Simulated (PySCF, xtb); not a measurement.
F4H2Si2, SMILES F[SiH](F)[SiH](F)F. The values are those of a single conformer.

Harmonic wavenumbers (cm⁻¹) from xtb with GFN2-xTB at its own minimum, in rising order: 29, 101, 170, 175, 182, 244, 272, 489, 608, 632, 638, 702, 821, 849, 852, 868, 2351, 2363.

What does PBE-D3(BJ)/def2-SVP (PySCF 2.14.0) give at its own minimum? (An estimate is asked for; the answer gives what the named calculation found.)

32, 74, 147, 190, 198, 297, 330, 477, 738, 779, 788, 791, 824, 893, 930, 935, 2200, 2202. Paired by order, the mean absolute difference is 68 cm⁻¹ and the zero-point energies are 17.7 and 18.3 kcal/mol.
